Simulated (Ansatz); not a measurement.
WO2(NH2)2 (WN₂O₂H₄), relaxed as a singlet with RKS B3LYP-D4/def2-SVP in Ansatz, starting from the GFN2-xTB geometry. Force threshold 0.02 eV/Å.

In the def2 sets W takes a core potential; there is no spin–orbit coupling.

Start:

```xyz
9

W    -0.3047   -0.5434   -0.2774
O     0.2898   -1.2447   -1.6958
O    -1.6771   -1.2260    0.4353
N    -0.7327    1.3691   -0.6875
H    -1.5276    1.8944   -0.3061
H    -0.4111    1.8880   -1.5126
N     1.1658   -0.6006    1.0801
H     2.1561   -0.7768    0.8779
H     1.0415   -0.7599    2.0860
```

```tsv
step	energy (eV)	largest force component (eV/Å)	SCF passes
1	-8964.6710	3.613	29
2	-8964.8448	0.512	37
3	-8964.8544	0.226	32
4	-8964.8566	0.091	34
5	-8964.8573	0.005	35
```

Force components are those of the run's own axes.

End:

```xyz
9

W    -0.292   -0.520   -0.265
O     0.272   -1.273   -1.708
O    -1.692   -1.255    0.419
N    -0.746    1.334   -0.699
H    -1.477    1.871   -0.238
H    -0.339    1.861   -1.469
N     1.145   -0.624    1.061
H     2.133   -0.702    0.833
H     0.996   -0.691    2.066
```

By distances, no bond broke or formed. The bond that changes most is W1–N4, from 2.00 to 1.96 Å (atoms count from 1).

No frequencies were taken in this run, so the end may be a saddle point.

Hardware: 4 threads of Arm Neoverse V1 on a shared host. Wall time 14 s.
